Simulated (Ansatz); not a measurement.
Reaction (β-hydride elimination): `C[O][GaH][Br]` → `[GaH2][Br]` + `C=O`

Isolated molecules relaxed with PBE0-D4/def2-TZVP in Ansatz; ΔE leaves out vibrations. CBS: MP2 limit from def2 TZ/QZ plus the TZ coupled-cluster correction, frozen cores. This one scheme is used for every species. DFT in def2-TZVPP. B3LYP here is the variant with VWN-RPA as its local correlation; programs differ in this. For Br, Ga outer-core shells are correlated without core-valence functions, which leaves a few kJ/mol of doubt a bond. Scalar relativity is left out up to krypton. Each species was taken in one conformer, which may not be the lowest.

CCSD(T)/CBS gives +174.5 kJ/mol.

Problem. Another level gave +182.8 kJ/mol. Which?
A. LC-ωPBE/def2-TZVPP
B. B3LYP-D4/def2-TZVPP
C. RPA@PBE/def2-TZVPP
D. PBE-QIDH/def2-TZVPP

Solution. D. PBE-QIDH 182.8, B3LYP-D4 164.6, LC-ωPBE 175.1, RPA@PBE/def2-TZVPP 155.9 kJ/mol.

Problem. What do rigid-rotor, harmonic-oscillator terms from PBE0-D4/def2-TZVP frequencies (298.15 K, 1 bar) make of the CCSD(T)/CBS value? (An estimate is asked.)

Solution. Ansatz gave: ΔZPE = -23.5 kJ/mol, ΔH = +153.8 kJ/mol, ΔS = 142 J/(mol·K), ΔG = +111.4 kJ/mol.

Largest T1 diagnostic among the species: 0.015.

The D4 term adds +12.6 kJ/mol with B3LYP and +6.8 kJ/mol with PBE0; it sums over pairs of atoms, weighted by their polarisabilities, and B3LYP, whose exchange is more repulsive, gets the larger term. From PBE to PBE0 (25 % exact exchange), in def2-TZVPP and without D4, ΔE moves by +9.2 kJ/mol.

CCSD(T)/CBS has its own doubt, a few kJ/mol and more with outer-core shells, so smaller differences from it don't rank the levels.
